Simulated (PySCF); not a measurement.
PySCF 2.14 output of an unrestricted LDA calculation on a single atom or ion in dyall-av2z, with no relativity, point nucleus:

```
SCF conv_tol = 1e-09
number electrons alpha = 27  beta = 26
    P. A. M. Dirac.,  Math. Proc. Cambridge Philos. Soc. 26, 376 (1930)
    F. Bloch.,  Z. Phys. 57, 545 (1929)
    S. H. Vosko, L. Wilk, and M. Nusair.,  Can. J. Phys. 58, 1200 (1980)
cycle= 1 E= -6608.72628224564  delta_E= -0.0523  |g|= 0.0709  |ddm|= 0.414
cycle= 2 E= -6608.72464742193  delta_E= 0.00163  |g|= 0.0734  |ddm|= 0.209
cycle= 3 E= -6608.72740792984  delta_E= -0.00276  |g|= 0.031  |ddm|= 0.153
cycle= 4 E= -6608.72759485819  delta_E= -0.000187  |g|= 0.00357  |ddm|= 0.0215
cycle= 5 E= -6608.72760670285  delta_E= -1.18e-05  |g|= 0.000516  |ddm|= 0.00962
cycle= 6 E= -6608.72760698225  delta_E= -2.79e-07  |g|= 1.28e-05  |ddm|= 0.00128
cycle= 7 E= -6608.72760698245  delta_E= -1.96e-10  |g|= 1.28e-06  |ddm|= 4.8e-05
converged SCF energy = -6608.72760698245  <S^2> = 0.75148488  2S+1 = 2.0014843
```

The run itself started from symmetry-adapted Hartree-Fock orbitals and held the occupation by maximum overlap, on a logarithmic radial grid, so the iterations belong to that start.

**Question.** Which element, charge and spin multiplicity is this?

**Answer.** Te⁻ (tellurium, charge -1), multiplicity 2; the state was [Kr] 4d10 5s2 5p5, 2P determinant.

A non-relativistic calculation at this Z misses sizeable relativistic shifts. At LDA the highest occupied level has a positive energy, so only the finite basis holds that electron; in a semilocal or global hybrid functional this comes from self-interaction and does not mean that the real anion is unbound.
